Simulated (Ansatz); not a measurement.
CH₅AlClFSi (`C[SiH2][Al]([F])[Cl]`) from Hartree–Fock to CCSD(T)

Z-matrix (Å, degrees):
```
C
Si 1 1.877
H 1 1.092 2 110.9
H 1 1.092 2 110.9 3 119.9
H 1 1.092 2 110.4 3 -120.1
Al 2 2.437 1 113.0 3 -60.0
H 2 1.491 1 110.7 3 60.9
H 2 1.491 1 110.6 3 179.1
Cl 6 2.093 2 123.0 1 179.2
F 6 1.648 2 120.9 1 -0.9
```

Total charge 0; spin multiplicity 1. The geometry is a stationary point of PBE0-D4/def2-TZVP. It is one conformer, not always the lowest. Frozen core, restricted reference, the Gaussian-basis code of Ansatz. CBS rows extrapolate triple and quadruple zeta; past MP2 they add the triple-zeta difference.

```tsv
basis	HF (Eh)	MP2 corr.	CCSD corr.	(T)	CCSD(T) total
def2-TZVPP	?	?	-0.86496	?	?
def2-QZVPP	-1130.86368	-0.88253	–	–	–
CBS(def2)	-1130.86859	-0.93510	?	as TZ	?
```

Problem. Fill in the withheld values. (Best estimate.)

Solution. Ansatz gave: def2-TZVPP HF (Eh): -1130.82801; def2-TZVPP MP2 corr.: -0.81157; def2-TZVPP (T): -0.03084; def2-TZVPP CCSD(T) total: -1131.72381; CBS(def2) CCSD corr.: -0.98848; CBS(def2) CCSD(T) total: -1131.88791.
